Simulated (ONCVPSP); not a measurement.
## Before and after: ONCV potential for B

ONCVPSP 4.0.1 input, shortened (lines: element, Z, core and valence counts, functional; n l f; lmax; l rc ep ncon nbas qcut; lloc lpopt rc5 dvloc0; l nproj debl; icmod fcfact rcfact), PBE, scalar-relativistic:

```
  B 5.00    1    2        4      upf
    1    0    2.00
    2    0    1.50
    2    1    1.50
    2
    0    1.60    0.00    4    9    5.00
    1    2.85    0.00    5   10    5.10
    2    2.35    0.10    4    8    3.70
    4    5    1.00    0.00
    0    3    3.30
    1    1    2.30
    2    2    3.60
    1    0.30    0.00
```

Change: all radii but the core radius scaled by about 1.07 (s 1.72, p 3.06, d 2.52 bohr); local potential polynomial inside 1.08 bohr (lpopt 5, dvloc0 0 Ha).

Cutoffs: the cutoffs (Ha) at which the residual kinetic energy of the hardest occupied pseudo-wave falls to 1 and 0.1 mHa per electron; they do not see the model core or the augmentation charge, which bear on the density cutoff. Errors are all-electron minus pseudo energies relative to the spin-unpolarised reference configuration.

Question: How do hardness, ghosts and transferability respond?

Answer: The potential gets softer (9.4 Ha and 14 Ha → 8.8 Ha and 12 Ha); the bound ghost in d disappears; of the 4 tests that both files solve, the error grows in 4 and shrinks in 0 by more than 15 % and 0.3 meV (median size 45.3 → 54.8 meV). A larger radius leaves more room for a smooth pseudo-wave, so fewer plane waves are needed. More of the atom is replaced by a form fitted at one configuration, so other configurations suffer.

```csv
quantity,base,changed
"cutoff, loose",9.4 Ha,8.8 Ha
"cutoff, tight",14 Ha,12 Ha
loose cutoff by channel,"s 9.4 Ha, p 7.9 Ha","s 8.8 Ha, p 7.4 Ha"
bound ghosts,d,none
GHOST(+) flags under 300 eV,none,none
"error for 2s2 2p1, meV [ΔE -2.92 eV]",-2.8,-3.7
"error for 2s2 2p0, meV [ΔE 5.30 eV]",+77,+93
"error for 2s1 2p0, meV [ΔE 30.72 eV]",+259,+305
"error for 2s2 2p0.5, meV [ΔE -0.03 eV]",+13,+16
"rms error of d²Exc/dni dnj with the model core, mHa",1.82,1.80
```

Base: The cutoffs count occupied waves only; projector 2 of the d channel, the hardest unoccupied one, needs 28 Ha at the loose tolerance. Changed file: The cutoffs count occupied waves only; projector 2 of the d channel, the hardest unoccupied one, needs 28 Ha at the loose tolerance. A true bound ghost makes a file unfit for plane-wave use even where its test errors are small: the radial tests pick states by their node count and pass the ghost by.
